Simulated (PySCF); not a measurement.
Si(H)(I)(Me)2 (C₂H₇ISi), SMILES C[SiH](C)I. Geometry optimised at PBE-D3(BJ)/def2-SVP. The def2 effective core potentials stand for the cores of I; spin–orbit coupling is left out.

Task: Give the equilibrium geometry at PBE-D3(BJ)/def2-SVP (PySCF confirms it by a frequency run) as Cartesian coordinates in Å, and its point group. (An estimate is asked for; the answer gives what the named calculation found.)

Result: point group Cs.
```xyz
11

Si     1.3377    -0.4363     0.0000
C      2.0852     0.2979    -1.5637
C      2.0852     0.2979     1.5637
I     -1.1072     0.0335     0.0000
H      1.4690    -1.9346     0.0000
H      3.1741     0.0828    -1.5970
H      1.9433     1.3969    -1.5861
H      1.6152    -0.1331    -2.4694
H      1.6152    -0.1331     2.4694
H      1.9433     1.3969     1.5861
H      3.1741     0.0828     1.5970
```
Charge 0, spin multiplicity 1.
